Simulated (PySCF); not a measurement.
NMR data sheet: C6H15BO

```yaml
Formula: C6H15BO
SMILES: C[O+](C)[BH2-]C1CCC1
InChI: InChI=1S/C6H15BO/c1-8(2)7-6-4-3-5-6/h6H,3-5,7H2,1-2H3
Point_group_of_the_computed_structure: C1
Carbon_signals: 4
Proton_signals: 7
```

Molfile (atoms numbered from 1):
```
C6H15BO
     RDKit          3D

 23 23  0  0  0  0  0  0  0  0999 V2000
   -1.6587    0.0950    0.7820 C   0  0  0  0  0  0  0  0  0  0  0  0
   -0.9411    1.0178   -0.0235 O   0  0  0  0  0  0  0  0  0  0  0  0
   -1.7522    2.0577   -0.5502 C   0  0  0  0  0  0  0  0  0  0  0  0
    0.0867    0.3391   -1.1480 B   0  0  0  0  0  0  0  0  0  0  0  0
    1.1175   -0.5979   -0.3648 C   0  0  0  0  0  0  0  0  0  0  0  0
    2.3781   -0.8546   -1.2343 C   0  0  0  0  0  0  0  0  0  0  0  0
    3.1117    0.2433   -0.4420 C   0  0  0  0  0  0  0  0  0  0  0  0
    2.0324    0.1360    0.6509 C   0  0  0  0  0  0  0  0  0  0  0  0
   -0.9275   -0.5878    1.2255 H   0  0  0  0  0  0  0  0  0  0  0  0
   -2.3735   -0.4738    0.1650 H   0  0  0  0  0  0  0  0  0  0  0  0
   -2.1870    0.6459    1.5737 H   0  0  0  0  0  0  0  0  0  0  0  0
   -1.0850    2.7334   -1.0949 H   0  0  0  0  0  0  0  0  0  0  0  0
   -2.5041    1.6437   -1.2413 H   0  0  0  0  0  0  0  0  0  0  0  0
   -2.2432    2.5853    0.2808 H   0  0  0  0  0  0  0  0  0  0  0  0
   -0.6817   -0.2398   -1.9148 H   0  0  0  0  0  0  0  0  0  0  0  0
    0.5897    1.3453   -1.6315 H   0  0  0  0  0  0  0  0  0  0  0  0
    0.6493   -1.5230    0.0171 H   0  0  0  0  0  0  0  0  0  0  0  0
    2.8134   -1.8514   -1.0580 H   0  0  0  0  0  0  0  0  0  0  0  0
    2.2799   -0.7130   -2.3227 H   0  0  0  0  0  0  0  0  0  0  0  0
    4.1552    0.0508   -0.1481 H   0  0  0  0  0  0  0  0  0  0  0  0
    3.0732    1.2126   -0.9602 H   0  0  0  0  0  0  0  0  0  0  0  0
    2.3559   -0.5191    1.4769 H   0  0  0  0  0  0  0  0  0  0  0  0
    1.6582    1.0772    1.0873 H   0  0  0  0  0  0  0  0  0  0  0  0
  1  2  1  0
  2  3  1  0
  2  4  1  0
  4  5  1  0
  5  6  1  0
  6  7  1  0
  7  8  1  0
  8  5  1  0
  1  9  1  0
  1 10  1  0
  1 11  1  0
  3 12  1  0
  3 13  1  0
  3 14  1  0
  4 15  1  0
  4 16  1  0
  5 17  1  0
  6 18  1  0
  6 19  1  0
  7 20  1  0
  7 21  1  0
  8 22  1  0
  8 23  1  0
M  CHG  2   2   1   4  -1
M  END
```

Theoretical values (PySCF 2.14): σ from GIAO-PBE0/pcSseg-1, PBE0-D3(BJ)/def2-SVP geometry. No solvent model, equivalent nuclei averaged, relativity neglected, one computed conformer.

References, each an isolated molecule treated in the same way: TMS for 1H, 13C; 11B vs BF3·OEt2; 17O against H2O.

| carbon | δC, type | δH (multiplicity) | HMBC from (2–3 bonds) | span of the C tensor (ppm) |
| --- | --- | --- | --- | --- |
| C1/C3 | 64.9, CH3 | 3.35 (s) | H9/H10/H11/H12/H13/H14, H15/H16 | 98 |
| C5 | 22.8, CH | 1.44 (m) | H15/H16, H21, H18/H22, H20, H19/H23 | 32 |
| C6/C8 | 24.4, CH2 | H18 2.03 (m); H19 1.40 (m) | H15/H16, H21, H18/H22, H20, H17, H19/H23 | 28 |
| C7 | 21.3, CH2 | H20 1.67 (m); H21 2.23 (m) | H18/H22, H17, H19/H23 | 34 |

Other nuclei:
```
  atoms  nucleus                         environment  δ (ppm)  σ (ppm)
H15/H16       1H  hydrogen on a boron bonded to C, O     3.10    28.17
     B4      11B           boron bonded to C, O, 2 H      8.5     92.3
     O2      17O      donor oxygen of a Lewis adduct     16.3    318.2
```

1. δC 64.9: methyl carbon bonded to O; deshielded by the electronegative neighbour.
2. δC 24.4, 21.3: sp3 CH2 in a ring; saturated and bonded to C and H only.
3. δC 22.8: sp3 CH bonded to B.
4. δH 3.35: hydrogen on a methyl carbon bonded to O; its carbon carries O, which withdraws density.
5. δH 2.23, 2.03, 1.67, 1.40: hydrogen on an sp3 CH2 in a ring.

Hydrogens on boron are broadened and split by 11B (spin 3/2, 80 %) and 10B (spin 3). A carbon bonded to boron is broadened by the quadrupolar boron nucleus and is often missing from a measured spectrum. Shifts are as computed. Against solution values, carbons near 30 ppm lie about +2 ppm off and those near 130 ppm about +5 ppm. Of 1211 compounds with measured shifts, 218 miss one by over three times the rms of a fit or turn the order of signals round; such compounds aren't used in these exercises. Experimental scales use liquid or dissolved standards, which lie at an offset from isolated H2O (liquid H2O: subtract about 36 ppm). Multiplicities follow the n + 1 count of equivalent neighbours, as no J values were calculated; m marks all less simple cases, F and P coupling included.
